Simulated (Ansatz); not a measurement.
Harmonic vibrations of `[CH3][Sb][SiH3]` radical by finite differences.

```yaml
crystal:
  periodic: [false, false, false]
  atoms:
    - {symbol: C, position_ang: [-0.835289, 1.071303, -1.062828]}
    - {symbol: Sb, position_ang: [1.282762, 0.631228, -0.888373]}
    - {symbol: Si, position_ang: [0.872378, -1.041338, 1.012222]}
    - {symbol: H, position_ang: [-1.383509, 0.161777, -1.310539]}
    - {symbol: H, position_ang: [-0.980095, 1.808935, -1.851126]}
    - {symbol: H, position_ang: [-1.210646, 1.468798, -0.119304]}
    - {symbol: H, position_ang: [2.151895, -1.642682, 1.474536]}
    - {symbol: H, position_ang: [-0.029531, -2.137476, 0.557982]}
    - {symbol: H, position_ang: [0.220434, -0.366744, 2.170330]}
basis:
  gaussian: {orbitals: def2-TZVP}
magnetization: {spin_polarized: true, initial_magnetization: 1}
hamiltonian: {xc: pbe0, dispersion: d4}
phonons: {temperatures: {t_min: 298.15, t_max: 900, t_step: 200}}
```

```sh
$ ansatz run in.yaml --threads 4 --pin off --events-out ev --progress --plain
```

Shortened log:

```
Functional definition: PBE0
mean field -15545.82663318 eV, -571.2985914295 hartree, gradient 2.8e-5 eV, S^2 0.754925; 0 other end points of the search recorded, 0 dependent functions left out
mean field -15545.82651784 eV, -571.2985871910 hartree, gradient 1.7e-6 eV, S^2 0.754919; 0 other end points of the search recorded, 0 dependent functions left out
mean field -15545.82656413 eV, -571.2985888921 hartree, gradient 1.8e-6 eV, S^2 0.754931; 0 other end points of the search recorded, 0 dependent functions left out
mean field -15545.82649276 eV, -571.2985862694 hartree, gradient 1.8e-6 eV, S^2 0.754925; 0 other end points of the search recorded, 0 dependent functions left out
mean field -15545.82646443 eV, -571.2985852282 hartree, gradient 1.8e-6 eV, S^2 0.754925; 0 other end points of the search recorded, 0 dependent functions left out
mean field -15545.82646302 eV, -571.2985851765 hartree, gradient 1.8e-6 eV, S^2 0.754926; 0 other end points of the search recorded, 0 dependent functions left out
mean field -15545.82648800 eV, -571.2985860944 hartree, gradient 1.8e-6 eV, S^2 0.754924; 0 other end points of the search recorded, 0 dependent functions left out
mean field -15545.82660740 eV, -571.2985904821 hartree, gradient 1.8e-6 eV, S^2 0.754931; 0 other end points of the search recorded, 0 dependent functions left out
mean field -15545.82657286 eV, -571.2985892130 hartree, gradient 1.7e-6 eV, S^2 0.754919; 0 other end points of the search recorded, 0 dependent functions left out
mean field -15545.82663426 eV, -571.2985914693 hartree, gradient 1.8e-6 eV, S^2 0.754928; 0 other end points of the search recorded, 0 dependent functions left out
mean field -15545.82659790 eV, -571.2985901332 hartree, gradient 1.8e-6 eV, S^2 0.754921; 0 other end points of the search recorded, 0 dependent functions left out
mean field -15545.82659006 eV, -571.2985898449 hartree, gradient 1.8e-6 eV, S^2 0.754920; 0 other end points of the search recorded, 0 dependent functions left out
mean field -15545.82663655 eV, -571.2985915534 hartree, gradient 1.8e-6 eV, S^2 0.754929; 0 other end points of the search recorded, 0 dependent functions left out
mean field -15545.82655612 eV, -571.2985885978 hartree, gradient 1.7e-6 eV, S^2 0.754923; 0 other end points of the search recorded, 0 dependent functions left out
mean field -15545.82653949 eV, -571.2985879864 hartree, gradient 1.7e-6 eV, S^2 0.754927; 0 other end points of the search recorded, 0 dependent functions left out
mean field -15545.82653524 eV, -571.2985878306 hartree, gradient 1.8e-6 eV, S^2 0.754921; 0 other end points of the search recorded, 0 dependent functions left out
mean field -15545.82658694 eV, -571.2985897303 hartree, gradient 1.8e-6 eV, S^2 0.754929; 0 other end points of the search recorded, 0 dependent functions left out
mean field -15545.82659202 eV, -571.2985899171 hartree, gradient 1.8e-6 eV, S^2 0.754930; 0 other end points of the search recorded, 0 dependent functions left out
mean field -15545.82653564 eV, -571.2985878451 hartree, gradient 1.8e-6 eV, S^2 0.754920; 0 other end points of the search recorded, 0 dependent functions left out
mean field -15545.82659362 eV, -571.2985899757 hartree, gradient 1.7e-6 eV, S^2 0.754925; 0 other end points of the search recorded, 0 dependent functions left out
mean field -15545.82660611 eV, -571.2985904350 hartree, gradient 1.7e-6 eV, S^2 0.754924; 0 other end points of the search recorded, 0 dependent functions left out
mean field -15545.82656405 eV, -571.2985888891 hartree, gradient 1.7e-6 eV, S^2 0.754925; 0 other end points of the search recorded, 0 dependent functions left out
mean field -15545.82654686 eV, -571.2985882574 hartree, gradient 1.7e-6 eV, S^2 0.754925; 0 other end points of the search recorded, 0 dependent functions left out
mean field -15545.82660964 eV, -571.2985905644 hartree, gradient 1.7e-6 eV, S^2 0.754925; 0 other end points of the search recorded, 0 dependent functions left out
mean field -15545.82662105 eV, -571.2985909838 hartree, gradient 1.7e-6 eV, S^2 0.754925; 0 other end points of the search recorded, 0 dependent functions left out
mean field -15545.82661897 eV, -571.2985909074 hartree, gradient 1.7e-6 eV, S^2 0.754926; 0 other end points of the search recorded, 0 dependent functions left out
mean field -15545.82662158 eV, -571.2985910034 hartree, gradient 1.7e-6 eV, S^2 0.754924; 0 other end points of the search recorded, 0 dependent functions left out
mean field -15545.82658023 eV, -571.2985894836 hartree, gradient 1.7e-6 eV, S^2 0.754925; 0 other end points of the search recorded, 0 dependent functions left out
mean field -15545.82657449 eV, -571.2985892727 hartree, gradient 1.7e-6 eV, S^2 0.754925; 0 other end points of the search recorded, 0 dependent functions left out
mean field -15545.82656797 eV, -571.2985890333 hartree, gradient 1.7e-6 eV, S^2 0.754925; 0 other end points of the search recorded, 0 dependent functions left out
mean field -15545.82657413 eV, -571.2985892594 hartree, gradient 1.7e-6 eV, S^2 0.754925; 0 other end points of the search recorded, 0 dependent functions left out
mean field -15545.82660667 eV, -571.2985904552 hartree, gradient 1.7e-6 eV, S^2 0.754925; 0 other end points of the search recorded, 0 dependent functions left out
mean field -15545.82661756 eV, -571.2985908556 hartree, gradient 1.7e-6 eV, S^2 0.754924; 0 other end points of the search recorded, 0 dependent functions left out
mean field -15545.82661403 eV, -571.2985907258 hartree, gradient 1.7e-6 eV, S^2 0.754925; 0 other end points of the search recorded, 0 dependent functions left out
mean field -15545.82660193 eV, -571.2985902811 hartree, gradient 1.7e-6 eV, S^2 0.754925; 0 other end points of the search recorded, 0 dependent functions left out
mean field -15545.82654271 eV, -571.2985881049 hartree, gradient 1.7e-6 eV, S^2 0.754925; 0 other end points of the search recorded, 0 dependent functions left out
mean field -15545.82655843 eV, -571.2985886825 hartree, gradient 1.7e-6 eV, S^2 0.754925; 0 other end points of the search recorded, 0 dependent functions left out
mean field -15545.82659371 eV, -571.2985899790 hartree, gradient 1.7e-6 eV, S^2 0.754925; 0 other end points of the search recorded, 0 dependent functions left out
mean field -15545.82658747 eV, -571.2985897498 hartree, gradient 1.7e-6 eV, S^2 0.754925; 0 other end points of the search recorded, 0 dependent functions left out
mean field -15545.82661311 eV, -571.2985906921 hartree, gradient 1.7e-6 eV, S^2 0.754925; 0 other end points of the search recorded, 0 dependent functions left out
mean field -15545.82662608 eV, -571.2985911688 hartree, gradient 1.7e-6 eV, S^2 0.754924; 0 other end points of the search recorded, 0 dependent functions left out
mean field -15545.82663014 eV, -571.2985913180 hartree, gradient 1.7e-6 eV, S^2 0.754924; 0 other end points of the search recorded, 0 dependent functions left out
mean field -15545.82661585 eV, -571.2985907929 hartree, gradient 1.7e-6 eV, S^2 0.754925; 0 other end points of the search recorded, 0 dependent functions left out
mean field -15545.82661373 eV, -571.2985907148 hartree, gradient 1.7e-6 eV, S^2 0.754925; 0 other end points of the search recorded, 0 dependent functions left out
mean field -15545.82660560 eV, -571.2985904160 hartree, gradient 1.7e-6 eV, S^2 0.754925; 0 other end points of the search recorded, 0 dependent functions left out
mean field -15545.82659251 eV, -571.2985899349 hartree, gradient 1.7e-6 eV, S^2 0.754925; 0 other end points of the search recorded, 0 dependent functions left out
mean field -15545.82661058 eV, -571.2985905991 hartree, gradient 1.7e-6 eV, S^2 0.754925; 0 other end points of the search recorded, 0 dependent functions left out
mean field -15545.82663135 eV, -571.2985913625 hartree, gradient 1.7e-6 eV, S^2 0.754925; 0 other end points of the search recorded, 0 dependent functions left out
mean field -15545.82661530 eV, -571.2985907727 hartree, gradient 1.7e-6 eV, S^2 0.754925; 0 other end points of the search recorded, 0 dependent functions left out
mean field -15545.82662153 eV, -571.2985910015 hartree, gradient 1.7e-6 eV, S^2 0.754925; 0 other end points of the search recorded, 0 dependent functions left out
mean field -15545.82661482 eV, -571.2985907550 hartree, gradient 1.7e-6 eV, S^2 0.754925; 0 other end points of the search recorded, 0 dependent functions left out
mean field -15545.82660926 eV, -571.2985905506 hartree, gradient 1.7e-6 eV, S^2 0.754925; 0 other end points of the search recorded, 0 dependent functions left out
mean field -15545.82662620 eV, -571.2985911732 hartree, gradient 1.7e-6 eV, S^2 0.754925; 0 other end points of the search recorded, 0 dependent functions left out
mean field -15545.82660763 eV, -571.2985904905 hartree, gradient 1.7e-6 eV, S^2 0.754925; 0 other end points of the search recorded, 0 dependent functions left out
mean field -15545.82658964 eV, -571.2985898296 hartree, gradient 1.7e-6 eV, S^2 0.754925; 0 other end points of the search recorded, 0 dependent functions left out
Total energy: -15545.99677845 eV, -571.3048441531 hartree
Atom 0 at    -0.835289     1.071303    -1.062828 Å, force    -0.000708    -0.000867     0.000954 eV/Å
Atom 1 at     1.282762     0.631228    -0.888373 Å, force     0.000211     0.001013    -0.001435 eV/Å
Atom 2 at     0.872378    -1.041338     1.012222 Å, force    -0.002712    -0.000753     0.001616 eV/Å
Atom 3 at    -1.383509     0.161777    -1.310539 Å, force    -0.000388     0.000905     0.000060 eV/Å
Atom 4 at    -0.980095     1.808935    -1.851126 Å, force     0.000732     0.000190    -0.000349 eV/Å
Atom 5 at    -1.210646     1.468798    -0.119304 Å, force    -0.000046     0.000025    -0.000695 eV/Å
Atom 6 at     2.151895    -1.642682     1.474536 Å, force     0.000881    -0.000353     0.000443 eV/Å
Atom 7 at    -0.029531    -2.137476     0.557982 Å, force     0.001247     0.000447     0.000085 eV/Å
Atom 8 at     0.220434    -0.366744     2.170330 Å, force     0.000783    -0.000607    -0.000679 eV/Å
Dipole moment:    -0.137103     0.083591    -0.071956 e Å
Vibrations: 79.42 103.55 118.33 308.92 444.51 492.68 515.59 718.72 794.07 862.20 932.97 937.11 1224.87 1448.68 1450.08 2196.46 2205.35 2223.56 3062.31 3156.84 3168.32 cm⁻¹, zero-point energy 1.639352 eV
```

It took 71 s on 4 threads of a server CPU on a shared host, with 0.45 GiB of host memory at the peak.
